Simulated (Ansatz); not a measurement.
H8OSi4, relaxed with RKS PBE0-D4/def2-TZVP in Ansatz 0.2.0 from a PBE-D4/def2-SVP geometry. The force threshold is 0.005 eV/Å; the program also tests the step.

Charge 0, multiplicity 1. The bonds changed during the relaxation, so this is another structure than the one it started from.

Start:

```xyz
13

Si    1.727   -0.229    1.137
Si    0.554    1.251   -0.270
Si   -0.966   -0.153   -1.368
O    -0.925   -1.708   -0.718
Si   -2.381   -1.393    0.257
H     2.507   -1.184    0.274
H     2.693    0.545    1.997
H     0.781   -0.990    2.020
H    -0.154    2.356    0.466
H     1.493    1.873   -1.273
H    -1.108   -0.134   -2.864
H    -1.729   -0.352    1.239
H    -2.493    0.118   -0.899
```

Task: How much energy does the relaxation release, and in how many steps? (Estimate.)

Result: Computed: 8.40 kJ/mol, in 15 steps.

Task: Which bonds change most? (An estimate is asked.)

Result: Computed: O4–Si5 from 1.781 to 1.723 Å; Si3–H13 from 1.621 to 1.576 Å; Si3–O4 from 1.686 to 1.647 Å; Si5–H12 from 1.572 to 1.549 Å.

Task: Give the relaxed structure. (Estimate.)

Result: Computed: 
```xyz
13

Si    1.763   -0.190    1.170
Si    0.575    1.212   -0.280
Si   -1.002   -0.134   -1.353
O    -1.005   -1.685   -0.798
Si   -2.419   -1.480    0.165
H     2.483   -1.210    0.363
H     2.757    0.606    1.939
H     0.837   -0.861    2.114
H    -0.109    2.322    0.435
H     1.490    1.805   -1.296
H    -1.123   -0.052   -2.830
H    -1.792   -0.535    1.220
H    -2.457    0.202   -0.849
```
